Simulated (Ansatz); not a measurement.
Coupled-cluster diagnostics for TiO4H4, Ansatz.

Geometry of the singlet (PBE-D4/def2-SVP):

| atom | x (Å) | y (Å) | z (Å) |
| --- | --- | --- | --- |
| Ti1 | 0.630 | -0.352 | -0.167 |
| O2 | -1.518 | -0.402 | 0.119 |
| O3 | 0.820 | 0.507 | 1.424 |
| O4 | 1.605 | 0.354 | -1.505 |
| O5 | 0.179 | 0.380 | -1.795 |
| H6 | -1.983 | 0.081 | -0.593 |
| H7 | -1.697 | 0.090 | 0.946 |
| H8 | 0.854 | -2.065 | -0.075 |
| H9 | 1.111 | 1.407 | 1.647 |

Correlated methods freeze 9 core orbitals; core or outer-core shells of Ti are correlated, in sets that lack core-valence functions. The structure holds one bond between oxygen atoms, so isomers without such links may lie far lower. Another isomer (singlet) lies 0.39 eV lower at PBE0-D4/def2-TZVP; other spin states weren't run for this one.

Estimate the CCSD(T) correlation energy, the shares of MP2 and (T), T1 and the reference's ⟨S²⟩ for: charge 0, singlet, own geometry in def2-TZVP; and the rough time on 2 threads of Arm Neoverse V1 on a shared host.


| state | basis | correlation (eV) | MP2 share (%) | (T) share (%) | T1 | ⟨S²⟩ (pure) | wall time |
| --- | --- | --- | --- | --- | --- | --- | --- |
| charge 0, singlet, own geometry | def2-TZVP | -39.135 | 95.7 | 4.8 | 0.028 | 0.00 (0.00) | 3.8 min |
Customary marks for T1 are 0.02 (closed shells), 0.045 (open shells) and about 0.05 (3d metals). T1 exceeds 0.02 in 1 of 1 rows and 0.045 in 0; the higher it lies, the less the single-reference result can be trusted.
